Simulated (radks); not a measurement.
The numbers below are computed, except where a source is named.
Species: the helium ion He+. Configuration: 1s1 (the NIST ground configuration). Code: a radial shooting solver on a logarithmic mesh with Libxc functionals. Model: non-relativistic Kohn-Sham, LDA (Slater exchange, Perdew-Zunger correlation), spin-polarised, spherical densities, point nucleus; open shells are filled with parallel spins first. Some entries of the table are withheld. Estimate them.

orbital,occ.,eigenvalue (eV),r(max) (bohr),<1/r> (bohr^-1)
1s up,1,-41.1046,(1),(2)
2s up,0,-5.8060,3.032,0.3975
2p up,0,(3),2.475,0.3905

Answer. 
(1) 1s up r(max) (bohr): 0.5052
(2) 1s up <1/r> (bohr^-1): 1.961
(3) 2p up eigenvalue (eV): -5.0314
